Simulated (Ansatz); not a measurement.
`O1[SiH2][SiH2][SiH2]1`, relaxed with RKS PBE-D4/def2-SVP in Ansatz from a rough embedded geometry. The force threshold is 0.03 eV/Å; the program also tests the step.

Charge 0, multiplicity 1.

Start:

```xyz
10

O    -0.164   -1.408    0.585
Si   -0.994   -0.016    0.956
Si   -0.238    0.935   -0.936
Si    1.153   -0.765   -0.203
H    -0.484    0.609    2.224
H    -2.458   -0.225    0.984
H     0.402    2.316   -0.821
H    -0.960    0.690   -2.171
H     1.559   -1.732   -1.313
H     2.185   -0.405    0.694
```

| step | energy (eV) | largest force (eV/Å) | largest move (Å) |
| --- | --- | --- | --- |
| 1 | -25754.6757 | 2.919 | 0.000 |
| 2 | -25755.1440 | 1.112 | 0.195 |
| 3 | -25755.2403 | 0.191 | 0.100 |
| 4 | -25755.2558 | 0.183 | 0.063 |
| 5 | -25755.2873 | 0.110 | 0.200 |
| 6 (rejected) | -25755.2629 | 0.500 | 0.200 |
| 7 | -25755.3028 | 0.032 | 0.100 |
| 8 | -25755.3078 | 0.009 | 0.090 |
| 9 | -25755.3088 | 0.066 | 0.085 |
| 10 | -25755.3089 | 0.065 | 0.007 |
| 11 | -25755.3092 | 0.002 | 0.004 |

End:

```xyz
10

O     0.152   -1.164    1.028
Si   -1.095    0.013    1.012
Si   -0.134    1.026   -0.905
Si    1.202   -0.834   -0.287
H    -1.096    0.809    2.289
H    -2.443   -0.636    0.849
H     0.463    2.398   -0.746
H    -0.898    0.939   -2.199
H     1.250   -1.998   -1.240
H     2.598   -0.553    0.199
```

Hardware: 2 threads of an Arm Neoverse V1 on a shared host. Wall time 20 s, peak host memory 0.13 GiB.
